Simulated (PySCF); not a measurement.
# How methods differ on the ionisation energy of Br

Br [Ar] 3d10 4s2 4p5 (2P) → Br⁺ [Ar] 3d10 4s2 4p4 (3P), as a difference of total energies. All numbers are calculated (PySCF 2.14, the spin-free X2C one-electron Hamiltonian (Gaussian nucleus), in x2c-QZVPPall with one added diffuse shell each of s, p, d, f type (12s9p6d5f1g, 113 functions)). Correlated levels: valence: [Ar] 3d10 frozen; valence and next inner shell: [Ne] frozen. The calculations carry no spin-orbit coupling.

```json
{"method": "UHF", "ionisation energy (eV)": "10.712"}
{"method": "LDA", "ionisation energy (eV)": "12.075"}
{"method": "PBE", "ionisation energy (eV)": "11.787"}
{"method": "PBE0", "ionisation energy (eV)": "11.792"}
{"method": "r2SCAN", "ionisation energy (eV)": "11.851"}
{"method": "B2PLYP", "ionisation energy (eV)": "11.769"}
{"method": "CAM-B3LYP", "ionisation energy (eV)": "11.922"}
{"method": "r2SCANh", "ionisation energy (eV)": "11.843"}
{"method": "MP2 (valence)", "ionisation energy (eV)": "11.659"}
{"method": "SCS-MP2 (valence)", "ionisation energy (eV)": "11.674"}
{"method": "MP2 (valence and next inner shell)", "ionisation energy (eV)": "11.740"}
{"method": "SCS-MP2 (valence and next inner shell)", "ionisation energy (eV)": "11.728"}
```

How much does correlation contribute at MP2 (valence and next inner shell)?

11.740 − (10.712) = 1.028 eV, measured against UHF.

A first-order spin-orbit estimate (lowest level to lowest level, LS coupling) adds -0.020 eV.

Errors of the correlated levels include the incompleteness of this basis and the frozen core.

For comparison: 11.814 eV (measured; NIST Atomic Spectra Database, ionization energies).
